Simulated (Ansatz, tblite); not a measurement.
Spin states of the cluster Si3Pt⁺, each relaxed with B3LYP-D4/def2-SVP in Ansatz. Electronic energies in the gas phase.

In the def2 sets Pt takes a core potential; there is no spin–orbit coupling. The xTB rows come from tblite. Correlated methods freeze 15 core orbitals; core or outer-core shells of Pt are correlated, in sets that lack core-valence functions. In CCSD on the charge 1 doublet the largest single amplitude is 0.16, so its Hartree–Fock determinant may place the open shell otherwise than the density functionals do. The structure comes from a short search, and lower isomers may exist.

Doublet geometry (C2v within 0.1 Å):

Cartesian coordinates in Å:
```
Pt -0.011 -0.258 1.244
Si 1.947 -0.016 0.018
Si -1.947 0.012 -0.011
Si 0.011 0.262 -1.250
```

Quartet geometry (Cs within 0.1 Å):

| atom | x (Å) | y (Å) | z (Å) |
| --- | --- | --- | --- |
| Pt1 | -0.813 | 0.814 | 1.400 |
| Si2 | 1.029 | -0.348 | 0.809 |
| Si3 | -1.205 | -0.158 | -0.598 |
| Si4 | 0.989 | -0.308 | -1.611 |

Run but left out: MP2/def2-TZVP (quartet: ⟨S²⟩ 3.93, where a pure state has 3.75).

Only these spin states were relaxed. Higher spins weren't run and may lie lower. The quartet has other bonds than the doublet, so the gap mixes isomer and spin.

(1) Estimate which spin state lies lowest at each of these levels, and by how much: GFN1-xTB; PBE-D4/def2-TZVP; r2SCAN-D4/def2-TZVP; r2SCANh-D4/def2-TZVP; PBE0-D4/def2-TZVP; r2SCAN0-D4/def2-TZVP; CCSD/def2-TZVP; CCSD(T)/def2-TZVP.

## Answers

(1) 
```csv
level,quartet − doublet (kJ/mol),lowest of these,remarks
GFN1-xTB,136.8,doublet,–
PBE-D4/def2-TZVP,84.3,doublet,–
r2SCAN-D4/def2-TZVP,76.6,doublet,–
r2SCANh-D4/def2-TZVP,71.3,doublet,–
PBE0-D4/def2-TZVP,71.1,doublet,–
r2SCAN0-D4/def2-TZVP,62.9,doublet,–
CCSD/def2-TZVP,77.3,doublet,"spin-contaminated (⟨S²⟩ 0.88) (doublet), spin-contaminated (⟨S²⟩ 3.93) (quartet)"
CCSD(T)/def2-TZVP,91.8,doublet,"spin-contaminated (⟨S²⟩ 0.88) (doublet), spin-contaminated (⟨S²⟩ 3.93) (quartet)"
```

Change of the quartet − doublet gap on mixing in exact exchange, in kJ/mol: PBE to PBE0 (25 % exact exchange) -13.2; r2SCAN to r2SCANh (10 % exact exchange) -5.3; r2SCAN to r2SCAN0 (25 % exact exchange) -13.6. The xTB methods have no term that favours high spin, so they put low spin too low.
